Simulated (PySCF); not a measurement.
**Static response to an electric field**

Compound: C₆H₇ClO₂.
Cartesian coordinates in Å at the GFN2-xTB level; atoms count from 1:
```
atom  x, y, z in Å
O1    -2.1470   -0.6274    1.9797
C2    -1.4041   -0.3025    1.0974
C3    -1.8196    0.3064   -0.2254
C4    -0.5529    0.5865   -0.9928
O5    -0.4761    0.9139   -2.1433
C6     0.6357    0.3839   -0.0530
C7     1.8169   -0.2259   -0.7920
Cl8    3.2505   -0.3019    0.2697
C9     0.1034   -0.4469    1.1113
H10   -2.4836   -0.3606   -0.7796
H11   -2.3818    1.2293   -0.0633
H12    0.9243    1.3816    0.2985
H13    2.0813    0.3813   -1.6577
H14    1.5988   -1.2453   -1.1117
H15    0.3348   -1.5063    0.9721
H16    0.5116   -0.1571    2.0788
```

Level: CAM-B3LYP/def2-SVPD (PySCF), static field, nuclei fixed, core orbitals frozen in the response. The polarisability tensor in these axes (au):

```
x   100.71  -1.72  -0.89
y    -1.72  67.15  -7.76
z    -0.89  -7.76  87.05
```

**Question.** Diagonalise the tensor; give its mean and Δα, where Δα² is half the sum of the squared differences of the eigenvalues.

**Answer.** Principal values 64.38, 89.71 and 100.82 au; mean 84.97 au = 12.59 Å³ = 14.01 × 10⁻⁴⁰ C²·m²/J; Δα = 32.35 au (38 % of the mean).

**Question.** What is the dipole moment, and where does it point?

**Answer.** (0.08, 0.19, -0.43) D, 0.48 D in size, pointing from the negative to the positive side. Measured along this direction, the outermost atoms are O1 at the negative end and O5 at the positive end.

**Question.** Sum over states: ᾱ = Σ f/ω², ω in Eh. What share falls to these 8 lowest TDDFT singlets (eV, f)? 4.10, 0.0001; 4.38, 0.0001; 6.21, 0.0017; 6.59, 0.0014; 7.01, 0.0041; 7.11, 0.0039; 7.18, 0.0009; 7.51, 0.0163.

**Answer.** They add up to 0.41 au, 0.5 % of the 84.97 au; the largest single term is 0.21 au, from the state at 7.51 eV. Terms in order: 0.01, 0.00, 0.03, 0.02, 0.06, 0.06, 0.01, 0.21 au. Higher excitations give the rest. The strengths listed sum to 0.029.

**Question.** Find the Langevin capture rate constant for H3+ (3.023 u) meeting this molecule (146.013 u), k = 2.342 × 10⁻⁹ cm³/s × √(α in Å³ / reduced mass in u).

**Answer.** The reduced mass is 2.96 u, so k = 4.83 × 10⁻⁹ cm³/s. The formula leaves out the permanent dipole, which adds to the capture rate.

**Question.** How large is μ²/3kT at 500 K beside α?

**Answer.** In Gaussian units μ²/3kT = 1.10 Å³ against 12.59 Å³, a ratio of 0.09; the Debye molar polarisation (4π/3)N_A(α + μ²/3kT) is 34.5 cm³/mol, leaving out the vibrational part.

One conformer (not necessarily the lowest) at the GFN2-xTB geometry, without solvent, vibrations or thermal averaging.
